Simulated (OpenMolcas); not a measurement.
## Rh3+: ligand-field states by method

Rh3+ with its 6 nearest fluoride ions at 1.962 Å, on the Ga site of K2NaGaF6 (a = 8.246 Å, distance in the model lattice 1.938 Å). The rest of the host is ab initio model potentials to 7.6 Å, with orthogonalisation functions on the cations behind the ligands, and point charges beyond; the distance is set by hand and nothing relaxes. Ligand basis ANO-RCC-VDZP.

```json
{
  "Program": "OpenMolcas",
  "Basis": "ANO-RCC-VDZP [6s5p3d1f]",
  "Scalar Hamiltonian": "DKH2, point nucleus",
  "Active space": "6 electrons in 5 orbitals (4d)",
  "State averaging": "2S+1 = 5 even, 5 roots; 2S+1 = 3 even, 45 roots; 2S+1 = 1 even, 50 roots",
  "Spin-orbit coupling": "state interaction with AMFI integrals over the reference wave functions"
}
```

I. CASSCF
II. SS-CASPT2, IPEA 0.25 Eh, imaginary shift 0.1 Eh (closed shells correlated: 4s 4p and the ligand valence shells)

Spin-free states (labels of O, the rotations of Oh) in cm-1, each column counted from its own energy of the first state listed:

```json
{"State": "1A1", "Degeneracy": "1", "I": "0", "II": "0"}
{"State": "3T1", "Degeneracy": "3", "I": "15266", "II": "18680"}
{"State": "3T2", "Degeneracy": "3", "I": "20646", "II": "22910"}
{"State": "5T2", "Degeneracy": "3", "I": "20767", "II": "30090"}
{"State": "1T1", "Degeneracy": "3", "I": "21965", "II": "23470"}
{"State": "1T2", "Degeneracy": "3", "I": "32215", "II": "31290"}
{"State": "2S+1 = 3", "Degeneracy": "3", "I": "37726", "II": "42900"}
{"State": "2S+1 = 3", "Degeneracy": "3", "I": "38513", "II": "43140"}
{"State": "3E", "Degeneracy": "2", "I": "41383", "II": "45720"}
```

From I to II, I's first state of the same spin (1T1) moves from 21965 to 23470 cm-1, by about +1500 cm-1.

From I to II, I's first state of another spin (3T1) moves from 15266 to 18680 cm-1, by about +3400 cm-1.

I: A least-squares ligand-field fit to the states below 45000 cm-1, each weighted by its degeneracy and with a free common offset, gives 10Dq = 24308 cm-1, B = 791 cm-1 and C = 3167 cm-1 (C/B = 4.01), with an rms deviation of 186 cm-1. The same method and metal basis give the free ion B = 943 cm-1 (fit to its terms below 60000 cm-1, rms deviation 26 cm-1), so the nephelauxetic ratio is β = 791 / 943 = 0.84; it hangs on how both fits weigh the states, and computed free-ion B values tend to be too large, so β mixes covalency with correlation.

χT at 300 K: I 0.03, II 0.03 cm3 K/mol.

Roots that are degenerate in the reference are averaged as groups; the widest CASPT2 spread within a group is 220 cm-1 (the 2-fold group of multiplicity 1 near 84800 cm-1 above the lowest state of its run, II). Shifts and gaps below about the spread of the groups concerned are not significant. Over all roots computed the reference weight is 0.70 to 0.73 in II; a low but even weight reflects the number of correlated electrons. The least metal-like active orbital is 78 % on the metal (Löwdin) and no ligand orbital is active, so the numbers are rough. Ligand-to-metal charge-transfer states are missing. With no ligand orbital active B as a rule stays too high, so bands that hang on it stand too high and its fall with covalency is understated. Without dynamic correlation the repulsion within the d shell is too large (B by tens of per cent), so at a given field states of lower spin stand too high (holds for I). With metal d orbitals alone the field can be off either way by tens of per cent (holds for I). With one d shell and no ligand orbital active, 10Dq can be off by a tenth or more (holds for II). No measured value stands beside these numbers; the geometry was set by hand and not optimised.

A state without a sure symmetry label is named by its multiplicity alone.
